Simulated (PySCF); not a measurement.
A PySCF script (with the pyscf-properties extension) for the NMR shieldings of `C(=C/[O+]([AlH2-][CH3])C)/F`, C₄H₁₀AlFO, on a GFN2-xTB geometry:

```python
import basis_set_exchange as bse
import numpy as np
from pyscf import gto, dft
from pyscf.prop import nmr

atoms = """
C     2.236424   -0.709216   -0.972028
Al    0.508633    0.053966   -1.648242
O    -0.500354    0.399534   -0.014322
C    -0.884526    1.633892    0.560068
C    -0.796658   -0.749816    0.640275
C    -1.418853   -0.945360    1.790936
F    -1.904613    0.030217    2.586275
H     2.446277   -0.631169    0.103205
H     2.332200   -1.775585   -1.217455
H     3.087638   -0.229344   -1.470290
H    -0.551300   -0.938707   -2.259126
H     0.402271    1.536206   -2.150253
H    -0.533396    2.397840   -0.131730
H    -1.969835    1.695109    0.659109
H    -0.416382    1.774098    1.536120
H    -0.448199   -1.604325    0.074274
H    -1.596326   -1.925310    2.202195
"""
names = dict.fromkeys(["C", "Al", "O", "F", "H"], "pcSseg-1")
basis = {el: gto.basis.parse(bse.get_basis(n, elements=[el], fmt="nwchem")) for el, n in names.items()}
mol = gto.M(atom=atoms, basis=basis, charge=0, verbose=0)
mf = dft.RKS(mol, xc="PBE0")
mf.grids.level = 2
mf.grids.alignment = dft.numint.BLKSIZE   # the property module wants whole blocks of grid points
mf.conv_tol = 1e-9
mf.kernel()

calc = nmr.RKS(mf)   # GIAO
C = mf.mo_coeff
Co = C[:, mf.mo_occ > 0]
resp = mf.gen_response(singlet=True, hermi=2)
def vind(x):   # induced exchange potential for any number of trial vectors
    d = np.einsum("pi,xij,qj->xpq", C, 2 * x.reshape(-1, C.shape[1], Co.shape[1]), Co, optimize=True)
    return np.einsum("xpq,pi,qj->xij", resp(d - d.transpose(0, 2, 1)), C, Co, optimize=True).ravel()
mo1, _ = nmr.rhf.solve_mo1(calc, with_cphf=vind)
sigma = calc.kernel(mo1)
for i, s in enumerate(sigma):   # ppm
    w = np.linalg.eigvalsh((s + s.T) / 2)
    print("%2d %-2s iso %8.1f  s11 %8.1f  s22 %8.1f  s33 %8.1f" % (i, mol.atom_pure_symbol(i), w.mean(), *w))
```

Q: Give the expected output.

A: 
```
 0 C  iso    198.9  s11    190.5  s22    197.3  s33    208.8
 1 Al iso    380.5  s11    356.9  s22    385.2  s33    399.4
 2 O  iso    263.3  s11    175.2  s22    300.4  s33    314.2
 3 C  iso    124.5  s11     95.4  s22     98.7  s33    179.4
 4 C  iso     53.8  s11    -29.0  s22     81.9  s33    108.6
 5 C  iso     45.4  s11    -28.8  s22     80.7  s33     84.4
 6 F  iso    342.4  s11    259.0  s22    310.3  s33    457.9
 7 H  iso     32.3  s11     27.7  s22     30.5  s33     38.6
 8 H  iso     32.0  s11     27.7  s22     28.9  s33     39.2
 9 H  iso     32.0  s11     27.7  s22     28.5  s33     39.9
10 H  iso     27.3  s11     24.1  s22     26.3  s33     31.6
11 H  iso     27.5  s11     24.0  s22     27.1  s33     31.5
12 H  iso     27.1  s11     22.6  s22     26.7  s33     32.0
13 H  iso     27.4  s11     23.5  s22     25.8  s33     32.8
14 H  iso     27.4  s11     23.8  s22     25.8  s33     32.6
15 H  iso     25.5  s11     21.7  s22     25.1  s33     29.6
16 H  iso     25.1  s11     22.2  s22     25.9  s33     27.4
```

These numbers come from an equivalent density-fitted implementation of the same equations, which agrees with the script to about 0.01 ppm for H and up to a few tenths of a ppm for heavy atoms, so last digits may differ.

Size and cost of the density-fitted run: 176 basis functions, 58 s wall time on 1 thread of an Arm Neoverse N1, shared host; peak memory 0.73 GiB.
